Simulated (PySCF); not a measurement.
H3OSi, SMILES [OH+]=[SiH2], charge +1.

Geometry optimised at r2SCAN-D4/def2-TZVP. The isomer is the one that the SMILES or the coordinates give; other isomers of the formula were not compared.

Two levels are set side by side: PBE/def2-TZVPD (PySCF) and B3LYP/def2-TZVPD (PySCF). Same geometry, gas phase. Differences are taken from unrounded values.

```tsv
quantity	B3LYP
orbital gap (eV)	7.41
highest occupied level (eV)	-16.54
lowest empty level (eV)	-9.13
mean polarisability (bohr³)	23.6
```

What does PBE give, and how far is it from B3LYP? (An estimate is asked for; the answer gives what the named calculation found.)


```csv
quantity,PBE,PBE minus B3LYP
orbital gap (eV),5.42,-1.99
highest occupied level (eV),-15.25,1.29
lowest empty level (eV),-9.83,-0.70
mean polarisability (bohr³),24.4,0.8
```

PBE's occupied levels lie high since its potential decays too fast outside the molecule; exact exchange lowers them and widens the gap. PBE's more diffuse valence density responds more strongly to a field. Differences between two approximate levels are no errors against the true value.

Rough cost on one machine, each run with all the roots and properties that it gave: B3LYP against PBE within a factor of 2.
